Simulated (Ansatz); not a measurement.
Reaction (formal hydrolysis of a C–Si bond): `[SiH3]CC=S` + H₂O → `OCC=S` + SiH₄

Computed with Ansatz on PBE0-D4/def2-TZVP structures; ΔE is electronic, products minus reactants. CCSD(T)/CBS is the MP2 limit (def2-TZVPP, def2-QZVPP) plus CCSD(T) − MP2 in def2-TZVPP, frozen cores. This one scheme is used for every species. DFT in def2-TZVPP. HSE06 is defined as in plane-wave codes. One conformer a species, not always the lowest.

```tsv
level	ΔE (eV)
LDA (SPW92)	0.59
PBE-QIDH	0.80
BLYP	0.64
PBE0	0.72
HSE06	0.72
LC-ωPBE	0.74
HF/def2-TZVPP	0.69
SCS-MP2/def2-QZVPP	0.87
```

(1) What does CCSD(T)/CBS give? (An estimate is asked.)

Largest T1 diagnostic among the species: 0.016.

Results:

(1) The calculation gave: +0.86 eV. The listed levels differ from it by -0.27, -0.06, -0.22, -0.14, -0.14, -0.12, -0.17, 0.01 eV.

Leaving LDA and LC-ωPBE aside and taking each functional with its dispersion term where it has one, the values, not all of them listed here, spread over 0.10 eV, from CAM-B3LYP-D4 to PBE-QIDH. LDA lies −0.08 eV from PBE without D4. In def2-TZVPP, CCSD(T) changes the Hartree–Fock value by +0.11 eV (the triples alone add +0.00 eV) and MP2 by +0.21 eV. From r2SCAN to r2SCAN0 (25 % exact exchange), in def2-TZVPP and without D4, ΔE moves by +0.03 eV.
